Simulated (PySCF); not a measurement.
## Dy⁶²⁺ (dysprosium, charge +62) across methods

[He] 2s2, closed-shell 1S. Calculation: PySCF 2.14, in an even-tempered Gaussian basis (17 s from 40 bohr⁻², ratio 2.2; 8 p from 61 bohr⁻², ratio 2.4; 5 d from 180 bohr⁻², ratio 2.4; 5 f from 280 bohr⁻², ratio 2.4; 4 g from 410 bohr⁻², ratio 2.4); the non-relativistic Hamiltonian (point nucleus).

```csv
method,E (hartree),mean ε 1s (eV),mean ε 2s (eV),Σ⟨r²⟩ (bohr²),⟨S²⟩
PBE,-5341.75,-57012.2,-13748.9,0.02160,0.000
PBE0,-5341.87,-57121.8,-13773.2,0.02160,0.000
r2SCAN,-5341.93,-57060.3,-13755.1,0.02161,0.000
M06,-5341.83,-57122.6,-13774.7,0.02160,0.000
MN15,-5342.69,-56947.1,-13770.0,0.02158,0.000
LDA,-5336.06,-56960.4,-13738.2,0.02162,0.000
UHF,-5342.11664,-57449.9,-13844.6,0.02161,0.000
```

A non-relativistic calculation at this Z misses sizeable relativistic shifts.
